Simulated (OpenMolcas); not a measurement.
**Sc: CASPT2 settings compared**

- Program: OpenMolcas
- Basis: ANO-RCC-VDZ [5s4p2d]
- Scalar Hamiltonian: DKH3, point nucleus
- Active space: 3 electrons in 6 orbitals (3d 4s)
- State averaging: 2S+1 = 4 even, 10 roots; 2S+1 = 2 even, 29 roots kept (CI in the orbitals of an earlier block)
- Spin-orbit coupling: RASSI with atomic mean-field integrals over the reference wave functions, term energies averaged over their components

Methods on the same reference wave functions:
A. CASSCF
B. SS-CASPT2, IPEA 0.6 Eh, imaginary shift 0.4 Eh (closed shells correlated: 2s 2p 3s 3p)
C. SS-CASPT2, IPEA 0.75 Eh, imaginary shift 0.5 Eh (closed shells correlated: 3s 3p)
D. MS-CASPT2, IPEA 0.75 Eh, imaginary shift 0.5 Eh (closed shells correlated: 3s 3p)

Energies in cm-1 above 3d 4s2 2D 3/2, the measured ground level; measured values from NIST Handbook of Basic Atomic Spectroscopic Data.

```json
{"Level": "3d 4s2 2D 3/2", "A": "0.0", "B": "0.0", "C": "0.0", "D": "0.0", "Measured": "0.0"}
{"Level": "3d 4s2 2D 5/2", "A": "135", "B": "135", "C": "135", "D": "139", "Measured": "168"}
{"Level": "3d2 4s 4F 3/2", "A": "4580", "B": "14450", "C": "14040", "D": "14220", "Measured": "11520"}
{"Level": "3d2 4s 4F 5/2", "A": "4628", "B": "14490", "C": "14090", "D": "14270", "Measured": "11558"}
{"Level": "3d2 4s 4F 7/2", "A": "4694", "B": "14560", "C": "14150", "D": "14330", "Measured": "11610"}
{"Level": "3d2 4s 4F 9/2", "A": "4779", "B": "14650", "C": "14240", "D": "14420", "Measured": "11677"}
{"Level": "3d2 4s 2F 5/2", "A": "11818", "B": "20290", "C": "20120", "D": "20300", "Measured": "14926"}
{"Level": "3d2 4s 2F 7/2", "A": "11951", "B": "20420", "C": "20250", "D": "20430", "Measured": "15042"}
{"Level": "3d2 4s 4P 1/2", "A": "13713", "B": "21860", "C": "21600", "D": "21780", "Measured": ""}
{"Level": "3d2 4s 4P 3/2 [71 %]", "A": "13741", "B": "21870", "C": "21620", "D": "21800", "Measured": ""}
{"Level": "3d2 4s 2D 3/2 [71 %]", "A": "14979", "B": "21940", "C": "21810", "D": "22160", "Measured": ""}
{"Level": "3d2 4s 2G 7/2", "A": "18608", "B": "27200", "C": "26890", "D": "27070", "Measured": ""}
{"Level": "3d2 4s 2G 9/2", "A": "18608", "B": "27200", "C": "26890", "D": "27070", "Measured": ""}
{"Level": "3d2 4s 2P 1/2", "A": "20095", "B": "26630", "C": "26590", "D": "26770", "Measured": ""}
{"Level": "3d2 4s 2P 3/2", "A": "20153", "B": "26690", "C": "26640", "D": "26820", "Measured": ""}
```

Deviations, from unrounded energies. A percentage is the sum of absolute deviations over the sum of measured energies, with the sign that they share, or ± where signs differ.

| Against measurement | Levels | A | B | C | D |
| --- | --- | --- | --- | --- | --- |
| mean absolute deviation (cm-1) | 7 | 4800 | 3200 | 2900 | 3100 |
| fine structure of the ground term (%) | 1 | -19.6 | -19.6 | -19.6 | -17.2 |
| other configurations (%) | 6 | -44.4 | +29.5 | +26.9 | +28.3 |

C lies closest to measurement on these levels and A furthest from it. The largest miss of C in the table is 3d2 4s 2F 7/2, by +5200 cm-1. The ranking rests on the paired levels alone, and a cruder setting can come out closer through cancelling errors.

Among B to D the level of the table that moves most is 3d2 4s 4F 9/2, by 410 cm-1 (lowest in C, highest in B). Moves below CASPT2's spread within the term are not significant.

The mean deviations of B to D differ by less than CASPT2's widest spread within a term (800 cm-1), so their order carries little weight.

The lowest spin-free term lies below A's lowest term by 0.226 hartree in B, 0.211 hartree in C, 0.211 hartree in D.

CASPT2 does not keep the components of a term degenerate, so their means are used; among the terms shown or strongly mixed into the levels shown the widest spread is 800 cm-1 (3d2 4s 2G, D). Terms from blocks run as CI alone lack orbitals of their own. A single d shell beside an s shell can misplace configurations of different d count against each other. Without dynamic correlation excited terms often stand tens of per cent too high (terms of higher spin than the ground term too low), and those without a measured partner can miss by more than the paired ones (holds for A). The CASPT2 spread within a term exceeds the gap to the next term for 3d2 4s 2P and 3d2 4s 2G, so the order of their levels is uncertain (holds for D). Computed and measured levels are paired by configuration, term and J; levels that our copy of the source lacks, or whose pairing is in doubt (as where it misses far off the trend of its configuration), stay unpaired and out of the deviations. Only configurations of the active space appear. Levels that lie high or do not pair safely by name in every column are left out.

A share in square brackets marks a mixed level and gives the weight of the term that names it, the lowest over the columns.
